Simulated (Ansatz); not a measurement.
Consider the formal exchange of groups at a C–O bond: `COB(C)N` + `C=C(N)O` → `C/C=C(\N)O` + `CB(N)O`.

Isolated molecules relaxed with PBE0-D4/def2-TZVP in Ansatz; ΔE leaves out vibrations. CCSD(T)/CBS is the MP2 limit (def2-TZVPP, def2-QZVPP) plus CCSD(T) − MP2 in def2-TZVPP, frozen cores. This one scheme is used for every species. Functionals use def2-TZVPP. One conformer a species, not always the lowest.

`COB(C)N`:

```xyz
13

C    -0.941   -0.047    1.648
O    -1.111   -0.342    0.286
B    -0.099   -0.142   -0.624
C     1.314    0.424   -0.213
N    -0.403   -0.476   -1.955
H    -0.735    1.016    1.812
H    -1.868   -0.301    2.165
H    -0.127   -0.628    2.094
H     1.803   -0.225    0.521
H     1.992    0.527   -1.063
H     1.227    1.407    0.261
H     0.250   -0.375   -2.708
H    -1.301   -0.838   -2.224
```

`C=C(N)O`:

Cartesian coordinates in Å:
```
C -0.763 0.672 -0.637
C 0.160 0.049 0.106
N 0.614 -1.237 -0.071
O 0.831 0.629 1.130
H -1.283 0.152 -1.428
H -0.984 1.720 -0.485
H 0.909 -1.688 0.781
H 0.024 -1.816 -0.645
H 0.490 1.519 1.249
```

`C/C=C(\N)O`:

Cartesian coordinates in Å:
```
C 1.398 -0.241 -0.895
C 0.304 -0.837 -0.076
C -0.705 -0.162 0.474
N -0.848 1.222 0.556
O -1.736 -0.823 1.071
H 1.592 -0.844 -1.788
H 1.155 0.767 -1.244
H 2.345 -0.177 -0.348
H 0.314 -1.906 0.098
H -1.721 1.555 0.165
H -0.067 1.731 0.172
H -2.031 -0.285 1.814
```

`CB(N)O`:

Z-matrix (Å, degrees):
```
C
B 1 1.579
H 1 1.095 2 110.9
H 1 1.092 2 113.4 3 120.9
H 1 1.095 2 110.9 3 -118.2
N 2 1.404 1 122.1 3 -120.8
O 2 1.379 1 121.6 3 59.2
H 6 1.005 2 122.2 1 180.0
H 6 1.002 2 123.1 1 -0.0
H 7 0.957 2 112.7 1 0.0
```

(1) Is it downhill or uphill in electronic energy at CCSD(T)/CBS, and by how much? (Best estimate.)

(2) What do these levels give: PBE-D4, PBE0-D4, ωB97X-V, SCS-MP2/def2-TZVPP, MP2/def2-QZVPP, HF/CBS(def2)? (An estimate is asked.)

Largest T1 diagnostic among the species: 0.012.

Results:

(1) Computed: Downhill: ΔE = -12.9 kcal/mol.

(2) Ansatz gave: PBE-D4 -12.4, PBE0-D4 -12.4, ωB97X-V -11.0, SCS-MP2/def2-TZVPP -12.4, MP2/def2-QZVPP -13.7, HF/CBS(def2) -8.8 kcal/mol.

In def2-TZVPP, CCSD(T) changes the Hartree–Fock value by −3.7 kcal/mol (the triples alone add −0.3 kcal/mol) and MP2 by −4.7 kcal/mol.
